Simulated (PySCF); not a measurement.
## Hf⁺ (hafnium, charge +1) across methods

[Xe] 4f14 5d3, high-spin 4F determinant (an excited configuration). All numbers are calculated (PySCF 2.14, scalar relativity through the core potential, in def2-TZVPPD with the def2 core potential (60 electrons) (6s5p3d2f1g, 59 functions)).

```csv
method,E (hartree),mean ε 5p α (eV),mean ε 5p β (eV),mean ε 5d α (eV),Σ⟨r²⟩ (bohr²),⟨S²⟩
wB97X-V,-47.5048,-43.930,-42.159,-11.714,36.04,3.751
PBE,-47.5517,-38.999,-37.569,-8.768,36.60,3.751
PBEsol,-47.4508,-38.881,-37.466,-8.732,36.62,3.751
LDA,-47.3886,-38.988,-37.600,-8.798,36.89,3.750
revPBE,-47.5940,-38.970,-37.563,-8.739,36.51,3.751
UHF,-47.09295,-48.149,-44.484,-12.318,35.93,3.755
CAM-B3LYP,-47.4882,-42.898,-41.010,-10.882,36.20,3.751
PBE0,-47.5298,-41.460,-39.521,-9.763,36.16,3.751
```

Estimate the same row for r2SCAN.

E (hartree) = -47.5607; mean ε 5p α (eV) = -39.940; mean ε 5p β (eV) = -38.125; mean ε 5d α (eV) = -8.882; Σ⟨r²⟩ (bohr²) = 36.09; ⟨S²⟩ = 3.752.

Energies and moments cover only the electrons outside the core potential. Spin-orbit coupling, absent here, splits the open shell strongly.
